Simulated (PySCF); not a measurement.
C₂H₂F, SMILES C=[C]F, multiplicity 2.

Coordinates come from a B3LYP-D3(BJ)/def2-TZVP optimisation. The isomer is the one that the SMILES or the coordinates give; other isomers of the formula were not compared.

Computed with r2SCAN/def2-TZVPD (PySCF).

- total energy = -177.12903 hartree
- point group = Cs
- α spin, highest occupied and lowest empty level = -6.70 and -0.66 eV
- β spin, highest occupied and lowest empty level = -6.88 and -2.96 eV
- dipole moment = 1.01 D
- quadrupole, principal values (traceless, Buckingham form, about the centre of nuclear charge) = -2.17, 0.54, 1.63 D·Å
- mean static polarisability = 27.1 bohr³ (4.02 Å³)
- polarisability, principal values = 21.8, 24.5, 35.2 bohr³
- ⟨S²⟩ = 0.768 (pure state 0.75)
